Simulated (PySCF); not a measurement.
CHI2, SMILES I[CH]I, multiplicity 2.

The structure is a stationary point at r2SCAN-D4/def2-SVP. The isomer is the one that the SMILES or the coordinates give; other isomers of the formula were not compared. The def2 effective core potentials stand for the cores of I; spin–orbit coupling is left out.

Calculation: TDA-PBE/def2-SVPD run with PySCF.

Vertical excitations. Isolated molecule, no solvent.

```csv
state,energy (eV),λ (nm),f,main pairs
root 1,2.14,580,0.000,α HOMO→LUMO 99 %
root 2,3.05,406,0.000,β HOMO→LUMO 99 %
root 3,3.35,370,0.000,β HOMO−2→LUMO 100 %
root 4,3.46,359,0.039,"α HOMO−1→LUMO 17 %, α HOMO→LUMO+1 6 %, β HOMO−1→LUMO 74 %"
root 5,3.64,340,0.004,"α HOMO−1→LUMO 50 %, α HOMO→LUMO+1 15 %, β HOMO→LUMO+1 29 %"
root 6,3.73,333,0.023,"α HOMO→LUMO+1 74 %, β HOMO→LUMO+1 10 %, β HOMO−1→LUMO 10 %"
root 7,3.94,315,0.000,"α HOMO−2→LUMO 67 %, β HOMO−1→LUMO+1 30 %"
root 8,3.95,314,0.000,"α HOMO−3→LUMO 73 %, β HOMO−2→LUMO+1 26 %"
root 9,4.34,286,0.037,"α HOMO−2→LUMO 18 %, α HOMO−1→LUMO 12 %, β HOMO−1→LUMO+1 42 %, β HOMO→LUMO+1 22 %"
root 10,4.38,283,0.076,"α HOMO−1→LUMO 18 %, α HOMO−2→LUMO 15 %, β HOMO→LUMO+1 37 %, β HOMO−1→LUMO+1 23 %"
```
Unrestricted roots are not spin-pure.
